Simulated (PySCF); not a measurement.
Si(F)(Me)(OH)(NH2) (CH6FNOSi), SMILES F[Si](C)(O)N. Coordinates come from a ωB97X-D3(BJ)/def2-SVP optimisation. This is a generated structure with no PubChem entry under its InChIKey; it may be hypothetical. The values are those of a single conformer.

The numbers are results of ωB97X-D3(BJ)/def2-SVP in PySCF, not measurements.

Harmonic wavenumbers (cm⁻¹): 133, 176, 200, 220, 264, 280, 331, 347, 375, 680, 737, 778, 803, 826, 877, 944, 990, 1297, 1441, 1442, 1543, 3073, 3170, 3182, 3641, 3742, 3943. Rotational constants (GHz): 3.776, 3.652, 3.327; symmetry number 1.

Problem. Work out the zero-point energy and the ideal-gas rigid-rotor harmonic-oscillator thermochemistry at 298.15 K and 1 atm.

Solution. ZPE = ½ Σ hcν = ½ × 35434 cm⁻¹ = 211.94 kJ/mol. H − E(el) = 234.94 kJ/mol. Entropy in J/(mol K): translation 165.56, rotation 110.26, vibration 73.96, total 349.78. G − E(el) = 130.66 kJ/mol. Cp = 120.88 J/(mol K). Modes under 150 cm⁻¹ make the vibrational entropy uncertain.
